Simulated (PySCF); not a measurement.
C2H5NOSi, SMILES C[SiH2]N=C=O.

Geometry: PBE0-D3(BJ)/def2-SVP. Other conformers were not sampled.

Level of theory: M06-2X/def2-TZVP (PySCF).

Symmetry labels are those of the subgroup Cs that the program uses (full group Cs).

Computed valence orbital energies around the gap with their symmetry:
| orbital | symmetry | energy (eV) |
|---|---|---|
| HOMO−7 | A" | -14.95 |
| HOMO−6 | A' | -14.30 |
| HOMO−5 | A" | -13.31 |
| HOMO−4 | A' | -12.94 |
| HOMO−3 | A" | -11.46 |
| HOMO−2 | A' | -11.30 |
| HOMO−1 | A" | -9.82 |
| HOMO | A' | -9.77 |
| LUMO | A' | 1.15 |
| LUMO+1 | A' | 1.34 |
| LUMO+2 | A" | 1.86 |
| LUMO+3 | A' | 2.37 |
